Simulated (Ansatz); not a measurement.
A structure drawn as `N[Si](N)([SiH3])Cl`, with this starting geometry:

Cartesian coordinates in Å:
```
N -1.3903 -0.5520 -0.9510
Si -0.4689 0.1412 0.2149
N -0.4098 1.6138 -0.5675
Si 1.6148 -0.9158 0.5925
Cl -1.5706 0.3561 1.9076
H -2.0912 0.1578 -1.2852
H -2.0313 -1.2533 -0.5233
H 0.1966 2.2826 -0.0772
H 0.0862 1.5421 -1.4906
H 2.3567 -1.0089 -0.6146
H 1.3389 -2.2627 1.2054
H 2.3689 -0.1008 1.5890
```

Total charge 0; spin multiplicity 1.

(1) Relax it with Ansatz at PBE-D4/def2-SVP and then PBE0-D4/def2-TZVP. Is the drawn bonding still there?

(2) Give the relaxed structure. (Best estimate.)

Atoms count as bonded under 1.1 times the sum of their covalent radii (H–H under 0.85 Å, pairs among N, O and F under 1.55 Å), and a drawn bond as lost past 1.3 times.

Answers

(1) Yes, every drawn bond is still there and no new one forms.

(2) Ansatz gave: 
Z-matrix (Å, degrees):
```
Si
N 1 1.706
Si 1 2.342 2 118.7
N 1 1.701 2 106.6 3 -122.0
Cl 1 2.084 2 103.2 3 115.4
H 2 1.006 1 120.5 3 -83.0
H 2 1.007 1 120.3 3 65.9
H 3 1.490 1 110.7 2 -54.8
H 3 1.487 1 109.8 2 65.0
H 3 1.490 1 111.0 2 -174.8
H 4 1.009 1 119.8 2 -47.1
H 4 1.007 1 120.8 2 165.7
```
All modes are real.
